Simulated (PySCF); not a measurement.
A structure optimised at PBE0-D3(BJ)/def2-SVP, used in a PySCF frequency run:

```
C
H 1 1.1027
H 1 1.1050 2 106.36
C 1 1.4908 2 111.13 3 -120.41
C 4 1.3369 1 126.14 2 137.73
H 5 1.0933 4 121.58 1 177.71
H 5 1.0956 6 117.04 4 -178.98
H 4 1.0985 5 117.94 6 0.83
B 1 1.5928 2 107.83 3 114.24
O 9 1.3718 1 116.85 2 -34.02
H 10 0.9612 9 113.75 1 -177.59
N 9 1.4073 10 123.30 11 1.28
H 12 1.0105 9 125.62 10 -1.21
H 12 1.0123 13 114.26 9 178.06
```

### Question
Write its SMILES and formula.

### Answer
C=CCB(N)O, C3H8BNO

### Question
What are its rotational constants (standard atomic weights)?

### Answer
7.3745, 2.0633, 1.7141 GHz
